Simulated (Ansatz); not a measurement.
Job for Ansatz (an electronic-structure program): R-wB97M-V/def2-TZVPPD on C3H8Si (a complex), monomers drawn apart or pushed together. Files ending in .json are basis or fitting sets from the Basis Set Exchange.

Ansatz 0.2 input:
```yaml
crystal:
  periodic: [false, false, false]
  atoms:
    - {symbol: Si, position_ang: [-0.11372650, 0.34635933, 0.25170493]}
    - {symbol: H, position_ang: [1.22810016, 0.62145495, 0.80930205]}
    - {symbol: H, position_ang: [-0.01520119, 0.24655025, -1.22423471]}
    - {symbol: H, position_ang: [-1.03985490, 1.44551966, 0.60097186]}
    - {symbol: H, position_ang: [-0.62711920, -0.93334844, 0.78729461]}
    - {symbol: C, position_ang: [-0.26775642, 0.47577814, 6.67987511]}
    - {symbol: C, position_ang: [0.23742889, -0.72229519, 6.69455147]}
    - {symbol: C, position_ang: [0.74247394, -1.91961127, 6.69630320]}
    - {symbol: H, position_ang: [0.35883371, 1.34872388, 6.53778946]}
    - {symbol: H, position_ang: [-1.33125997, 0.64046506, 6.80830371]}
    - {symbol: H, position_ang: [0.83409966, -2.48895204, 5.77843464]}
    - {symbol: H, position_ang: [1.08677242, -2.38572307, 7.61212706]}
basis:
  gaussian:
    orbitals: def2-TZVPPD.json
hamiltonian:
  xc: {name: wB97M-V}
scf: {lower_state_search: off}
```

Program output:

```
Functional definition: wB97M-V
[...]
these checks for a lower state are left out or cut short: stability, starts, cluster_reference, orbital_swaps, neighbouring_geometries, increment
integrals: 0.26 GiB planned
1304 factors; their error is unknown
integrals: 0.29 GiB planned
419 factors; integrals over basis functions are off by at most 1.6e-5 eV
mean field: 1.59 GiB planned
mean field evaluation 1: about -11112.2974 eV, gradient 3.7e1 eV
mean field evaluation 2: about -11114.4229 eV, gradient 2.2e1 eV
mean field evaluation 4: about -11115.5032 eV, gradient 1.1e0 eV
mean field evaluation 8: about -11115.5057 eV, gradient 6.1e-1 eV
mean field evaluation 16: about -11115.5061 eV, gradient 5.1e-5 eV
mean field -11115.50613699 eV, -408.4873161737 hartree, gradient 2.2e-6 eV, S^2 0.000000; 0 other end points of the search recorded, 0 dependent functions left out
reference -11115.50621130 eV, -408.4873189046 hartree; 20, 20 occupied and 275, 275 virtual orbitals, 1304 factors
Total energy: -11115.50621130 eV, -408.4873189046 hartree
Checks for a lower state left out: stability, starts, cluster_reference, orbital_swaps, neighbouring_geometries, increment
```

The calculation finished and met its thresholds.

Cost: roughly 11 core-seconds.
